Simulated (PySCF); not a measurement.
Compound: C11H19O2 (charge +1).
SMILES with atom numbers: `[CH3:1][CH2:2][CH2:3][C@@H:4]1[O:5][C+:6]([CH2:7][CH3:8])[O:9][C@@H:10]1[CH:11]1[CH2:12][CH2:13]1`

Geometry (PBE0-D3(BJ)/def2-SVP, Å), atoms numbered from 1 in this order:
```xyz
32
C11H19O2 angstrom
C     -3.232   -1.974    0.938
C     -2.110   -1.703   -0.049
C     -1.451   -0.347    0.179
C     -0.341   -0.048   -0.794
O      0.759   -1.011   -0.593
C      1.856   -0.390   -0.403
C      3.120   -1.097   -0.131
C      3.071   -2.599   -0.343
O      1.793    0.881   -0.446
C      0.390    1.314   -0.668
C     -0.027    2.236    0.419
C      0.372    3.684    0.342
C     -1.046    3.302    0.095
H     -4.025   -1.213    0.865
H     -2.865   -1.975    1.976
H     -3.695   -2.953    0.750
H     -1.347   -2.496    0.022
H     -2.499   -1.745   -1.081
H     -2.194    0.460    0.070
H     -1.067   -0.272    1.210
H     -0.673   -0.223   -1.828
H      3.893   -0.597   -0.738
H      3.377   -0.833    0.913
H      2.315   -3.073    0.299
H      2.845   -2.852   -1.388
H      4.047   -3.033   -0.094
H      0.415    1.842   -1.632
H     -0.082    1.786    1.414
H      0.977    4.005   -0.510
H      0.627    4.176    1.282
H     -1.794    3.519    0.860
H     -1.425    3.360   -0.929
```

Probes without a nucleus sit at each ring's centroid and 1 Å off its mean plane on both sides; NICS is minus the shielding there, NICSzz its component along the normal. Level: GIAO PBE/pcSseg-1 (PySCF, non-relativistic, gas phase) on the PBE0-D3(BJ)/def2-SVP geometry, one conformer.

Rings: 1. C4–O5–C6–O9–C10; 2. C11–C12–C13.

| set | NICS(0) | NICS(1), two faces | NICS(1)zz, two faces |
| --- | --- | --- | --- |
| P | -43.5 | -8.1 / -8.5 | -22.1 / -20.9 |
| Q | -5.0 | -2.4 / -2.7 | -4.1 / -1.1 |

Q: Which set (ppm) belongs to which ring?

A: P = 2, Q = 1.
- 1 (5-membered ring with 2 O; formal bonds all single): mean NICS(1)zz -2.6 ppm, near zero. C4, C10 have four or more neighbours; no verdict on aromaticity is drawn.
- 2 (3-membered carbocycle; formal bonds all single): mean NICS(1)zz -21.5 ppm, shielded. C11, C12, C13 have four or more neighbours, and the NICS criterion for π rings isn't applied. A hydrogen on C11, outside the ring, lies only 1.45 Å from a NICS(1) probe, which then mostly feels that atom.

Q: How do the rings differ in shape?

A: 
```
ring                   bond lengths (Å)  rms pucker (Å)  HOMA  nearest outside atom to a NICS(1) probe (Å)
   1  1.476, 1.274, 1.274, 1.486, 1.551            0.01     –                                hydrogen 1.79
   2                1.504, 1.489, 1.510            0.00     –                                hydrogen 1.45
```
